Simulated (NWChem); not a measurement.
All runs are NWChem calculations. System: IIn, charge 0, spin multiplicity 1, at a geometry optimised with PBE/def2-SVP with def2 effective core potentials on In, I. The structure started from a generated list of species. Level: RHF/def2-TZVP with def2 effective core potentials on In, I.

NWChem printed:

```
             Northwest Computational Chemistry Package (NWChem) 7.3.0
             --------------------------------------------------------

                                NWChem Input Module
                                -------------------

 Scaling coordinates for geometry "geometry" by  1.889725989
 (inverse scale =  0.529177249)

 Turning off AUTOSYM since
 SYMMETRY directive was detected!

                             Geometry "geometry" -> ""
                             -------------------------

 Output coordinates in angstroms (scale by  1.889725989 to convert to a.u.)

  No.       Tag          Charge          X              Y              Z
 ---- ---------------- ---------- -------------- -------------- --------------
    1 In                  49.0000     0.00000000     0.00000000    -1.46099100
    2 I                   53.0000     0.00000000     0.00000000     1.35072700

 Effective nuclear repulsion energy (a.u.)     488.7664110171

            Nuclear Dipole moment (a.u.)
            ----------------------------
        X                 Y               Z
 ---------------- ---------------- ----------------
     0.0000000000     0.0000000000    -0.0000529123

      Symmetry information
      --------------------

 Group name             C2v
 Group number             16
 Group order               4
 No. of unique centers     2

      Symmetry unique atoms

     1    2


 Summary of "ao basis" -> "" (spherical)
 ------------------------------------------------------------------------------
       Tag                 Description            Shells   Functions and Types
 ---------------- ------------------------------  ------  ---------------------
 *                         def2-tzvp                  on all atoms

 Summary of "ao basis" -> "ao basis" (spherical)
 ------------------------------------------------------------------------------
       Tag                 Description            Shells   Functions and Types
 ---------------- ------------------------------  ------  ---------------------
 In                        def2-tzvp                16       50   6s5p3d2f
 I                         def2-tzvp                16       50   6s5p3d2f

                                 NWChem SCF Module
                                 -----------------

  ao basis        = "ao basis"
  functions       =   100
  atoms           =     2
  closed shells   =    23
  open shells     =     0
  charge          =   0.00
  wavefunction    = RHF
  use symmetry    = T
  symmetry adapt  = T

 Summary of "ao basis" -> "ao basis" (spherical)
 ------------------------------------------------------------------------------
       Tag                 Description            Shells   Functions and Types
 ---------------- ------------------------------  ------  ---------------------
 In                        def2-tzvp                16       50   6s5p3d2f
 I                         def2-tzvp                16       50   6s5p3d2f

      Symmetry analysis of basis
      --------------------------

        a1         42
        a2         10
        b1         24
        b2         24

 Forming initial guess at       0.2s

      Superposition of Atomic Density Guess
      -------------------------------------

 Sum of atomic energies:        -565.22125140

      Non-variational initial energy
      ------------------------------

 Total energy =    -485.864391
 1-e energy   =   -1049.664017
 2-e energy   =     464.992400
 HOMO         =      -0.266133
 LUMO         =      -0.004837

      Symmetry analysis of molecular orbitals - initial
      -------------------------------------------------

 !! scf_movecs_sym_adapt:   68 vectors were symmetry contaminated

  Symmetry fudging

 !! scf_movecs_sym_adapt:   52 vectors were symmetry contaminated

  Numbering of irreducible representations:

     1 a1          2 a2          3 b1          4 b2

  Orbital symmetries:

     1 a1          2 a1          3 b2          4 b1          5 a1
     6 a1          7 b2          8 b1          9 a1         10 b2
    11 b1         12 a1         13 a2         14 a1         15 b2
    16 b1         17 a2         18 a1         19 a1         20 a1
    21 b2         22 b1         23 a1         24 b2         25 b1
    26 a1         27 b2         28 b1         29 a1         30 a1
    31 a1         32 a1         33 a2

 Starting SCF solution at       3.2s

 ----------------------------------------------
         Quadratically convergent ROHF

 Convergence threshold     :          1.000E-07
 Maximum no. of iterations :          100
 Final Fock-matrix accuracy:          1.000E-09
 ----------------------------------------------

              iter       energy          gnorm     gmax       time
             ----- ------------------- --------- --------- --------
                 1     -485.9377770451  4.29D-01  1.52D-01      3.3
                 2     -485.9627214508  1.74D-01  3.37D-02      3.4
                 3     -485.9649683683  1.55D-02  3.48D-03      3.5
                 4     -485.9650160183  1.80D-04  6.92D-05      3.7
                 5     -485.9650160266  1.29D-08  4.06D-09      4.0

       Final RHF  results
       ------------------

         Total SCF energy =   -485.965016026585
      One-electron energy =  -1050.680181555508
      Two-electron energy =    465.907939582067
 Nuclear repulsion energy =     98.807225946856

        Time for solution =      0.8s

       Symmetry analysis of molecular orbitals - final
       -----------------------------------------------

  Numbering of irreducible representations:

     1 a1          2 a2          3 b1          4 b2

  Orbital symmetries:

     1 a1          2 a1          3 b1          4 b2          5 a1
     6 b2          7 b1          8 a1          9 a1         10 b2
    11 b1         12 a2         13 a1         14 a2         15 a1
    16 a1         17 b1         18 b2         19 a1         20 a1
    21 b2         22 b1         23 a1         24 b2         25 b1
    26 a1         27 b2         28 b1         29 a1         30 a1
    31 a1         32 a1         33 a2

             Final eigenvalues
             -----------------

              1
    1   -7.6936
    2   -5.5432
    3   -5.5410
    4   -5.5410
    5   -5.4070
    6   -3.6616
    7   -3.6616
    8   -3.6567
    9   -2.2378
   10   -2.2366
   11   -2.2366
   12   -2.2340
   13   -2.2340
   14   -1.0476
   15   -1.0476
   16   -1.0445
   17   -1.0424
   18   -1.0424
   19   -0.8447
   20   -0.4625
   21   -0.3489
   22   -0.3489
   23   -0.3180
   24    0.0084
   25    0.0084
   26    0.0611
   27    0.1341
   28    0.1341
   29    0.1634
   30    0.2227
   31    0.2392
   32    0.2437
   33    0.2437

                       ROHF Final Molecular Orbital Analysis
                       -------------------------------------

 Vector   21  Occ=2.000000D+00  E=-3.489045D-01  Symmetry=b2
              MO Center= -3.4D-30,  4.5D-16,  1.2D+00, r^2= 2.3D+00
   Bfn.  Coefficient  Atom+Function         Bfn.  Coefficient  Atom+Function
  ----- ------------  ---------------      ----- ------------  ---------------
    67      0.539429  2 I  py                61     -0.433261  2 I  py
    64      0.331868  2 I  py                70      0.284514  2 I  py

 Vector   22  Occ=2.000000D+00  E=-3.489045D-01  Symmetry=b1
              MO Center=  6.5D-16, -1.1D-30,  1.2D+00, r^2= 2.3D+00
   Bfn.  Coefficient  Atom+Function         Bfn.  Coefficient  Atom+Function
  ----- ------------  ---------------      ----- ------------  ---------------
    66      0.539429  2 I  px                60     -0.433261  2 I  px
    63      0.331868  2 I  px                69      0.284514  2 I  px

 Vector   23  Occ=2.000000D+00  E=-3.180355D-01  Symmetry=a1
              MO Center= -8.8D-16, -1.7D-15, -4.9D-01, r^2= 5.4D+00
   Bfn.  Coefficient  Atom+Function         Bfn.  Coefficient  Atom+Function
  ----- ------------  ---------------      ----- ------------  ---------------
     6      0.427237  1 In s                  5      0.413964  1 In s
     2      0.407309  1 In s                 68      0.406988  2 I  pz
    62     -0.321459  2 I  pz                 1     -0.299864  1 In s
     3     -0.241402  1 In s                 65      0.242490  2 I  pz
    71      0.221034  2 I  pz                18     -0.190993  1 In pz

 Vector   24  Occ=0.000000D+00  E= 8.382296D-03  Symmetry=b2
              MO Center=  7.3D-30,  3.5D-15, -1.5D+00, r^2= 7.2D+00
   Bfn.  Coefficient  Atom+Function         Bfn.  Coefficient  Atom+Function
  ----- ------------  ---------------      ----- ------------  ---------------
    20      0.696324  1 In py                17      0.304241  1 In py
    70     -0.250833  2 I  py                11     -0.223564  1 In py
    14      0.215012  1 In py

 Vector   25  Occ=0.000000D+00  E= 8.382296D-03  Symmetry=b1
              MO Center= -1.7D-16, -4.1D-30, -1.5D+00, r^2= 7.2D+00
   Bfn.  Coefficient  Atom+Function         Bfn.  Coefficient  Atom+Function
  ----- ------------  ---------------      ----- ------------  ---------------
    19      0.696324  1 In px                16      0.304241  1 In px
    69     -0.250833  2 I  px                10     -0.223564  1 In px
    13      0.215012  1 In px

 Vector   26  Occ=0.000000D+00  E= 6.111323D-02  Symmetry=a1
              MO Center=  2.0D-14,  1.1D-14, -1.9D+00, r^2= 1.1D+01
   Bfn.  Coefficient  Atom+Function         Bfn.  Coefficient  Atom+Function
  ----- ------------  ---------------      ----- ------------  ---------------
    21      1.178111  1 In pz                56     -0.503075  2 I  s
     5      0.249022  1 In s                 71      0.208445  2 I  pz
    15      0.189163  1 In pz                 2      0.172143  1 In s
    18     -0.164644  1 In pz

 center of mass
 --------------
 x =   0.00000000 y =   0.00000000 z =   0.02761809

 moments of inertia (a.u.)
 ------------------
        1702.453785529283           0.000000000000           0.000000000000
           0.000000000000        1702.453785529283           0.000000000000
           0.000000000000           0.000000000000           0.000000000000

  Mulliken analysis of the total density
  --------------------------------------

    Atom       Charge   Shell Charges
 -----------   ------   -------------------------------------------------------
    1 In  21    20.49   0.40 -0.84  1.58  0.85  1.11  0.80 -0.41  6.37  0.21  0.30  0.04  8.94  1.04  0.08  0.01  0.00
    2 I   25    25.51   0.18 -0.77  1.58  1.01  1.06  0.89 -0.49  6.45  1.32  2.95  1.29  9.23  0.76  0.04  0.00  0.00

       Multipole analysis of the density wrt the origin
       ------------------------------------------------

     L   x y z        total         open         nuclear
     -   - - -        -----         ----         -------
     0   0 0 0     -0.000000      0.000000     46.000000

     1   1 0 0      0.000000      0.000000      0.000000
     1   0 1 0      0.000000      0.000000      0.000000
     1   0 0 1     -1.573737      0.000000      5.834272

     2   2 0 0    -36.965045      0.000000      0.000000
     2   1 1 0      0.000000      0.000000      0.000000
     2   1 0 1     -0.000000      0.000000      0.000000
     2   0 2 0    -36.965045      0.000000      0.000000
     2   0 1 1     -0.000000      0.000000      0.000000
     2   0 0 2    -39.339223      0.000000    322.952681

 Task  times  cpu:        4.0s     wall:        4.0s

 Total times  cpu:        4.1s     wall:        4.1s
```

**Question.** Write an NWChem input that would produce this output.

**Answer.** Several could match; the one computed here: 
```
start mol
memory heap 200 mb stack 900 mb global 1100 mb
geometry units angstroms nocenter noautoz
  In     0.000000     0.000000    -1.460991
  I      0.000000     0.000000     1.350727
  symmetry group C2v
end
basis spherical
  * library def2-tzvp
end
ecp
  In library def2-ecp
  I library def2-ecp
end
scf
  rhf
  nopen 0
  maxiter 100
  thresh 1e-7
  semidirect memsize 60000000 filesize 0
end
task scf energy
```
